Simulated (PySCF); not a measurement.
Calculation: PBE-D3(BJ)/def2-TZVP // B3LYP-D3(BJ)/def2-TZVP run with PySCF 2.14.0. Isolated molecules, 0 K electronic values unless said otherwise. One relaxed conformer stands for a flexible species; it need not be the lowest. Delta-SCF ions had no search for a lower state. Excitations are Tamm–Dancoff values on a coarser integration grid. The basis has no diffuse functions, so Rydberg states are missing or too high.

Reference species (SMILES): `C(=C)(C#N)C[SiH3]` (neutral, multiplicity 1).

| Item | Value |
|---|---|
| brightest of the four lowest singlets (TDA) | 5.84 eV |
| vertical ionisation energy (Delta-SCF) | 9.60 eV |

Changed species: `C/C=C(\[SiH3])C#N`.

Give the shifts of the brightest of the four lowest singlets (TDA) and vertical ionisation energy (Delta-SCF).

the brightest of the four lowest singlets (TDA) falls by 0.04 eV, to 5.80 eV; the vertical ionisation energy (Delta-SCF) rises by 0.04 eV, to 9.64 eV.
